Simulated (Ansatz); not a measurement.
Born–Oppenheimer molecular dynamics of Cl₂F₂Hf (5 atoms, charge 0, multiplicity 1). It goes on from the last frame of an earlier run, with new velocities.

Computed with RKS LDA/def2-SVP (Ansatz 0.2.0).

```
ensemble        : NVT, Nosé–Hoover chain
time step       : 12 fs
steps asked     : 40
set temperature : 300 K
thermostat      : time constant 50 fs, chain length 1
seed            : 339619
```

First frame:

```xyz
5
Properties=species:S:1:pos:R:3
Hf -0.009 0.003 0.052
Cl -0.055 0.003 2.396
F 1.618 0.177 -0.867
Cl -1.018 1.917 -0.813
F -0.863 -1.460 -0.675
```

(1) How far do the bonds stretch over the last three quarters of this one trajectory? (Pairs bonded in most of those frames.)

## Answers

(1) 
```
   bond  mean (Å)  spread (Å)  shortest  longest
Hf1–Cl2     2.325       0.034      2.27     2.38
 Hf1–F3     1.891       0.029      1.84     1.93
Hf1–Cl4     2.328       0.033      2.26     2.39
 Hf1–F5     1.895       0.072      1.78     1.99
```

Mean temperature of the second half: 298 K. The conserved energy wandered by up to 25.2 meV per atom (net 9.2 meV per atom), which is poor conservation. A run of 0.48 ps of so small a system gives no equilibrium averages.

Time of the run: 50 s on 2 threads of Arm Neoverse V2, with other jobs on the host, peak memory 0.17 GiB.
